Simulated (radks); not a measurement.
The strontium ion Sr+ inside a hard spherical wall (all orbitals vanish at R), configuration held at [Kr] 5s1 and not refilled when levels cross. Method: scalar-relativistic Kohn-Sham, r2SCAN, spin-polarised, spherical densities, finite nucleus; open shells are filled with parallel spins first (spin-orbit coupling, left out, can overturn this in heavy ions); meta-GGA in the generalised Kohn-Sham scheme; Fermi nuclear charge, rms radius 4.224 fm; computed with a radial shooting solver on a logarithmic mesh with Libxc functionals. Eigenvalues in eV for spin up, with the zero of energy where the potential of the charges vanishes at infinity; a dash marks a level that is unbound or too diffuse for the functional's potential to be trusted. A positive occupied level is held by the wall or, in an anion where self-interaction has pushed it up, behind a barrier. The pressure on the wall is -dE/dV.

| R (bohr) | E (hartree) | kinetic (hartree) | e(3d) | e(4s) | e(4p) | e(5s) | e(4d, empty) | e(5p, empty) | pressure (GPa) |
|---|---|---|---|---|---|---|---|---|---|
| free | -3179.78325 | 3260.905 | -136.42 | -48.575 | -29.835 | -8.762 | -6.700 | -5.618 | 0 |
| 20 | -3179.78325 | 3260.905 | -136.42 | -48.575 | -29.835 | -8.762 | -6.700 | -5.618 | < 0.0001 |
| 15 | -3179.78325 | 3260.905 | -136.42 | -48.575 | -29.835 | -8.762 | -6.700 | -5.618 | < 0.0001 |
| 12 | -3179.78322 | 3260.905 | -136.42 | -48.572 | -29.832 | -8.760 | -6.698 | -5.607 | 0.000612 |
| 7 | -3179.76862 | 3261.004 | -135.94 | -48.130 | -29.407 | -8.196 | -6.271 | -4.314 | 0.778 |
| 6 | -3179.73954 | 3261.143 | -135.43 | -47.667 | -28.968 | -7.235 | -5.726 | -2.577 | 3.07 |
| 3.5 | -3178.94087 | 3264.355 | -128.88 | -42.724 | -24.032 | 12.876 | 2.446 | 24.392 | 234 |
| 2.5 | -3175.33071 | 3277.637 | -110.95 | -28.691 | -7.972 | 72.790 | 25.650 | 91.965 | 3170 |
| 1.5 | -3139.17094 | 3382.477 | -37.137 | 78.526 | 112.16 | 430.24 | 166.12 | 458.10 | 112000 |
